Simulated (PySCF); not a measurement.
Input and output of a TDDFT job on `C#C[Si@H](F)S[SiH2]F`.

The calculation used TDDFT CAM-B3LYP/def2-SVPD, vertical, gas phase, core orbitals frozen in the response in PySCF 2.14.0, density-fitted response routines.

Input of the driver that calls PySCF (job settings, then Cartesian coordinates in Å):

```
{"job": {"kind": "uv", "xc": "CAM-B3LYP", "basis": "def2-SVPD", "nstates": 8, "ntriplets": 3}, "charge": 0, "multiplicity": 1}
C      1.8906     0.2548     1.9408
C      1.6445    -0.0125     0.7946
Si     1.1746    -0.4741    -0.9237
F      0.9702     0.9017    -1.7379
S     -0.6974    -1.5383    -0.9600
Si    -2.1052    -0.0731    -0.3002
F     -1.6850     0.4239     1.1696
H      2.1148     0.5050     2.9378
H      2.1206    -1.2760    -1.6615
H     -2.0705     1.1202    -1.1167
H     -3.3517    -0.7890    -0.1688
```

The self-consistent field part of the output:

```
coarse grid: 11696 points
cycle   1  E = -1254.7550679915  dE =  6.352e-01  |g| = 7.673e-01  |ddm| = 7.957e+00
cycle   2  E = -1254.7218044704  dE =  3.326e-02  |g| = 9.757e-01  |ddm| = 2.180e+00
cycle   3  E = -1254.8752463436  dE = -1.534e-01  |g| = 8.763e-02  |ddm| = 8.717e-01
cycle   4  E = -1254.8768981536  dE = -1.652e-03  |g| = 2.614e-02  |ddm| = 2.084e-01
cycle   5  E = -1254.8770799739  dE = -1.818e-04  |g| = 8.480e-03  |ddm| = 9.529e-02
cycle   6  E = -1254.8770936866  dE = -1.371e-05  |g| = 4.616e-03  |ddm| = 1.846e-02
cycle   7  E = -1254.8770992874  dE = -5.601e-06  |g| = 5.933e-04  |ddm| = 8.404e-03
final grid: 102712 points
cycle   8  E = -1255.0242564537  dE = -1.312e-05  |g| = 1.831e-03  |ddm| = 5.090e-02
cycle   9  E = -1255.0242561969  dE =  2.568e-07  |g| = 2.293e-03  |ddm| = 6.027e-03
cycle  10  E = -1255.0242571237  dE = -9.268e-07  |g| = 2.208e-04  |ddm| = 2.312e-03
cycle  11  E = -1255.0242571308  dE = -7.043e-09  |g| = 1.669e-04  |ddm| = 5.076e-04
cycle  12  E = -1255.0242571373  dE = -6.509e-09  |g| = 3.923e-05  |ddm| = 2.878e-04
cycle  13  E = -1255.0242571377  dE = -3.797e-10  |g| = 6.806e-06  |ddm| = 7.194e-05
converged SCF energy = -1255.0242571377
```

**Question.** What follows in the output?

**Answer.** 
```
Static polarisability (au): isotropic 89.532, principal 73.578 91.370 103.648

Singlet excitations
state   eV       nm        f      main configurations
  1   5.7886    214.2   0.00848   H->L 0.36, H-1->L 0.31
  2   6.0377    205.4   0.01252   H->L 0.35, H-1->L 0.25, H-1->L+1 0.09
  3   6.1261    202.4   0.00987   H-2->L+1 0.35, H->L+1 0.32
  4   6.3059    196.6   0.01393   H-2->L 0.26, H-1->L+1 0.19, H->L 0.16
  5   6.6765    185.7   0.01383   H->L+1 0.44, H-2->L+1 0.22
  6   6.9665    178.0   0.01367   H->L+2 0.51, H->L+3 0.24, H->L+1 0.09
  7   7.2704    170.5   0.00850   H-3->L 0.74, H-1->L 0.10
  8   7.5689    163.8   0.00292   H->L+3 0.43, H->L+2 0.22

Triplet excitations (Tamm-Dancoff, eV): 4.8957 5.2989 5.3383
```

The SCF starts on a coarse grid; the energy jumps when the final grid takes over, and dE counts afresh there. The run used 193 basis functions and 13 SCF iterations for the ground state.

Hardware: an Intel Xeon at 2.50 GHz with one thread (shared host). Cost: 94 s wall (grids of density and orbitals included), 0.87 GiB resident at most.

**Question.** What frontier levels and dipole did the ground state of this run have?

**Answer.** HOMO -9.30 eV, LUMO -0.09 eV, dipole 0.66 D.

Geometry: GFN2-xTB, one conformer, isolated molecule.
